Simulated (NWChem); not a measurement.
# SiH3O cation; SMILES [OH+]=[SiH2]

Results from NWChem. The geometry was optimised at B3LYP/6-31G* (spherical d). Level: B3LYP/def2-SVP with SMD (1 M gas to 1 M solution), gas-phase geometry. Reactions with the solvent are ignored.

```csv
solvent,dielectric constant,solvation free energy (kcal/mol),cavity-dispersion-structure term (kcal/mol)
water,78.4,-66.6,1.7
benzene,2.27,-37.6,-1.1
cyclohexanone,15.6,[?],-0.5
dichloromethane,8.93,-60.0,-0.6
chlorobenzene,5.70,-54.6,-0.7
2-propanol,19.3,-65.7,-0.2
```

Q: Fill in the missing entries.

A: 
- cyclohexanone, solvation free energy (kcal/mol): -61.8
